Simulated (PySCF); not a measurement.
Compound: C₅H₅BN₂.
SMILES with atom numbers: `[C-:1]#[N+:2][B:3]1[CH:4]=[CH:5][CH:6]=[CH:7][NH:8]1` (hydrogens: H9 on C4; H10 on C5; H11 on C6; H12 on C7; H13 on N8)
Bond orders are those of one Lewis drawing.

Computed by this run: PBE0-D3(BJ)/def2-SVP geometry optimisation, gas phase (PySCF 2.14.0); density fitting, grid level 2; the optimiser is geomeTRIC in internal coordinates, started from a GFN2-xTB structure.

Step 0: E = -8906.6953 eV
```
atom  x, y, z in Å  |  force x, y, z in eV/Å
C1      3.6947    0.2061   -0.2825    0.769   0.062  -0.057
N2      2.5305    0.1279   -0.1922    0.263   0.036  -0.020
B3      1.1142    0.0058   -0.0867   -0.707  -0.554   0.022
C4      0.3391   -1.2954   -0.0948    0.392   0.241  -0.016
C5     -1.0188   -1.2373    0.0135   -0.029   0.247   0.014
C6     -1.6940   -0.0016    0.1317   -0.102  -0.087   0.005
C7     -1.0044    1.1707    0.1394   -0.012   0.006  -0.002
N8      0.3441    1.1913    0.0345   -0.099   0.258   0.022
H9      0.8068   -2.2666   -0.1830    0.265  -0.351  -0.039
H10    -1.6178   -2.1391    0.0109   -0.232  -0.402  -0.001
H11    -2.7688    0.0137    0.2168   -0.473   0.090   0.041
H12    -1.5116    2.1219    0.2287   -0.150   0.366   0.031
H13     0.7816    2.1031    0.0460    0.116   0.089  -0.001
```

Problem. Estimate the geometry and energy of step 1. (The exact step hangs on the optimiser's Hessian estimate; all steps are aligned on step 0, rigid shifts and turns removed.)

Solution. E = -8906.7381 eV, largest force 0.121 eV/Å
```
atom  x, y, z in Å  |  force x, y, z in eV/Å
C1      3.7283    0.2283   -0.2827    0.066   0.013  -0.004
N2      2.5593    0.1328   -0.1953   -0.120  -0.016   0.007
B3      1.1137   -0.0092   -0.0892    0.050   0.039   0.001
C4      0.3437   -1.3050   -0.0965    0.020  -0.073  -0.007
C5     -1.0251   -1.2361    0.0143   -0.040  -0.094  -0.002
C6     -1.7136    0.0002    0.1330   -0.060   0.022   0.005
C7     -1.0159    1.1768    0.1400    0.003   0.066   0.005
N8      0.3371    1.1872    0.0346    0.029  -0.007  -0.005
H9      0.8197   -2.2859   -0.1853   -0.008   0.035   0.003
H10    -1.6265   -2.1536    0.0131    0.024   0.041   0.001
H11    -2.8012    0.0267    0.2194    0.028  -0.005  -0.002
H12    -1.5160    2.1447    0.2301    0.014  -0.027  -0.003
H13     0.7922    2.0935    0.0467   -0.009   0.005   0.001
```

The energy changes by -0.0428 eV. The first-order estimate −F·Δx gives -0.0895 eV and the mean of the old and new forces, exact on a quadratic surface, -0.0434 eV. The step makes an angle of 46° with the force vector and moves no atom by more than 0.040 Å.

What follows is the cost of the whole optimisation. Hardware: an Arm Neoverse V1 with one thread, shared host with 64 logical CPUs at a one-minute load of 28. Cost: 40 s wall, 0.74 GiB resident at most.
